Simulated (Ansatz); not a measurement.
CH₇BFGaSi, SMILES `F[CH]([GaH2])B[SiH3]` at its PBE0-D4/def2-TZVP geometry, where that method's forces vanish. Total charge 0; spin multiplicity 1.

```xyz
12

F     2.1126    0.6327    0.2733
C     1.4990   -0.5745    0.3537
Ga   -0.5355    0.1039    1.3281
B     0.3588   -0.9621   -0.4757
Si   -0.6506    0.5040   -1.3947
H     2.0651   -1.2191    1.0262
H     0.0514    1.2991    2.1325
H    -1.8609   -0.6710    1.6009
H    -0.0523   -2.0806   -0.3889
H     0.1171    1.5510   -2.1112
H    -1.2376    1.3027   -0.1976
H    -1.8672    0.1139   -2.1464
```

**Question.** What forces (eV/Å) does ωB97M-V/def2-TZVPP give on these atoms in Ansatz 0.2.0? (An estimate is asked.)

**Answer.** Computed: 
```
F1   0.088  0.308 -0.019
C2  -0.242 -0.393  0.020
Ga3 -0.015  0.047  0.193
B4   0.047 -0.091  0.035
Si5 -0.059  0.160 -0.115
H6  -0.057  0.056 -0.063
H7  -0.047 -0.116 -0.073
H8   0.132  0.068 -0.032
H9   0.046  0.134 -0.001
H10 -0.093 -0.135  0.077
H11  0.050 -0.081 -0.104
H12  0.148  0.043  0.082
```
